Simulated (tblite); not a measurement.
C5H9FO2Si.
Z-matrix (Å and degrees, GFN2-xTB geometry), rows numbered from 1:
```
C 
C   1  1.3293
C   2  1.5013  1  121.25
Si  2  1.8842  1  123.84  3  -179.14
C   4  1.9417  2  111.60  1   -16.89
F   5  1.3802  4  106.46  2  -162.77
C   5  1.4874  4  110.05  2    76.55
O   7  1.2063  5  123.96  4   -86.71
O   7  1.3343  5  113.11  4    89.48
H   1  1.0802  2  121.46  3     0.04
H   1  1.0765  2  122.43  3   179.07
H   3  1.0883  2  110.25  1   122.35
H   3  1.0885  2  110.04  1  -119.45
H   3  1.0875  2  111.31  1     1.34
H   4  1.4667  2  111.85  1  -131.81
H   4  1.4672  2  112.43  1   103.54
H   5  1.0919  4  111.92  2   -46.10
H   9  0.9698  7  110.36  5  -178.75
```

Method: GFN2-xTB as coded in tblite; computed harmonic values from a numerical Hessian at the method's own geometry, unscaled. Against measured fundamentals such values can be off by several per cent, at times by over 20. Modes of hydrogen on silicon can be 10 to 20 % off. One conformer, not necessarily the lowest.

Harmonic wavenumbers (cm⁻¹): 28.9, 44.3, 69.5, 113.1, 135.5, 140.3, 225.3, 237.2, 280.0, 317.1, 399.3, 481.8, 490.5, 555.0, 564.7, 606.5, 640.8, 671.1, 688.2, 732.9, 739.9, 772.2, 922.7, 930.1, 967.5, 1012.6, 1041.4, 1047.8, 1072.0, 1148.9, 1215.0, 1255.0, 1275.4, 1399.2, 1420.1, 1478.6, 1488.5, 1670.2, 1764.3, 2241.1, 2254.3, 2958.7, 3012.3, 3026.9, 3033.9, 3072.6, 3130.8, 3450.0.

A = 2209, B = 861.1, C = 701.4 MHz; mass 148.036 u (most abundant isotopes); point group C1, symmetry number 1.

Zero-point energy?

Half the sum of the wavenumbers: 28112 cm⁻¹ = 336.29 kJ/mol.

Entropy at 298.15 K, 1 bar (ideal gas, RRHO, classical rotation)?

Translation 171.18, rotation 124.96, vibration 155.45: S = 451.6 J/(mol K).

And Cp and H(298.15 K) − H(0)?

Cp = 178.52 J/(mol K), of which vibrations give 145.26 (their classical limit is 48 R = 399.1); H(298.15 K) − H(0) = 32.91 kJ/mol without the zero-point energy, 22.99 from vibrations.

How do the functions run with temperature in this model?

```
T (K)  S (J/(mol K))  Cp (J/(mol K))  H − H(0) (kJ/mol)  G − H(0) (kJ/mol)  ln q(vib)
  100          313.5            89.7               6.27             -25.08       2.91
  200          389.5           134.9              17.49             -60.40       6.30
  300          452.7           179.3              33.24            -102.57       9.48
  500          561.8           249.2              76.56            -204.36      15.47
  800          694.1           312.4             161.70            -393.55      23.60
 1000          766.8           339.2             227.01            -539.80      28.46
```

q(vib) and H(0) count from the zero-point level.

Which modes carry the vibrational entropy at 298.15 K?

28.9 cm⁻¹: 24.70; 44.3 cm⁻¹: 21.16; 69.5 cm⁻¹: 17.44; 113.1 cm⁻¹: 13.45; 135.5 cm⁻¹: 11.99; 140.3 cm⁻¹: 11.71 J/(mol K); the other 42 give 55.00 together.

Hindered rotation and anharmonicity are outside this model. Other conformers, if any are populated, would add a mixing term that is left out. The structure is chiral; the term R ln 2 for an equal mix with its mirror image is left out.

Hardware: one thread, Arm Neoverse V2 (aarch64), shared host with 32 logical CPUs at a one-minute load of 28. Cost: 0.61 s of wall time. This covers the Hessian and the dipole derivatives.
